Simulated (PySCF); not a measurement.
Species: C2H7AlFN.
SMILES: `[N](C)([AlH][F])C`

The closed-shell SCF was solved with PySCF and density fitting under several settings on one GFN2-xTB geometry (grid level 2 and gas phase unless stated).

```json
{"settings": "PBE0/pcSseg-1", "basis functions": "127", "SCF cycles": "12", "E (Eh)": "-477.1310", "HOMO (eV)": "-6.54", "LUMO (eV)": "-0.22", "dipole (D)": "2.15"}
{"settings": "PBE0/def2-SVPD", "basis functions": "163", "SCF cycles": "12", "E (Eh)": "-476.9291", "HOMO (eV)": "-6.61", "LUMO (eV)": "-0.28", "dipole (D)": "2.10"}
```

**Question.** Estimate the rows for these settings: (1) PBE0/cc-pVTZ, start guess huckel; (2) mPW1PW91/def2-SVPD, IEF-PCM acetonitrile.

**Answer.** 
| settings | basis functions | SCF cycles | E (Eh) | HOMO (eV) | LUMO (eV) | dipole (D) |
| --- | --- | --- | --- | --- | --- | --- |
| PBE0/cc-pVTZ, start guess huckel | 252 | 12 | -477.2586 | -6.54 | -0.27 | 1.97 |
| mPW1PW91/def2-SVPD, IEF-PCM acetonitrile | 163 | 12 | -477.2581 | -6.34 | 0.06 | 2.40 |

**Question.** Over all rows, what range does the HOMO–LUMO gap span?

**Answer.** From 6.27 eV (PBE0/cc-pVTZ, start guess huckel) to 6.40 eV (mPW1PW91/def2-SVPD, IEF-PCM acetonitrile). The functional of the narrowest has 25 % exact exchange, that of the widest 25 % exact exchange.

**Question.** Compare two rows with the functional PBE0: PBE0/pcSseg-1 and PBE0/def2-SVPD. Which energy is lower, and by how much?

**Answer.** PBE0/pcSseg-1 (127 functions) lies 0.2019 Eh or 127 kcal/mol below PBE0/def2-SVPD (163 functions). The smaller set gives the lower energy; the two sets aren't nested, so the variational bound doesn't order them by size.

Whole jobs, the steps after the SCF included, on an Intel Xeon Platinum 8488C with one thread (shared host):

| settings | work after the SCF | wall time | peak memory |
| --- | --- | --- | --- |
| PBE0/pcSseg-1 | shieldings, charges and field gradients, density and orbital grids written | 12 s | 0.60 GiB |
| PBE0/def2-SVPD | 6 singlets by full TDDFT, 2 Tamm–Dancoff triplets, polarisability, density and orbital grids written | 14 s | 0.71 GiB |
| PBE0/cc-pVTZ, start guess huckel | shieldings, charges and field gradients | 30 s | 0.84 GiB |
| mPW1PW91/def2-SVPD, IEF-PCM acetonitrile | 25 singlets by TDA, 2 Tamm–Dancoff triplets, polarisability | 14 s | 0.79 GiB |

Cycle counts include a coarse-grid stage where the run had one. The species at its GFN2-xTB geometry.

The values belong to the conformer `[CH3:1][N:2]([CH3:3])[AlH:4][F:5]`: C1–N2–Al4–F5 180°.
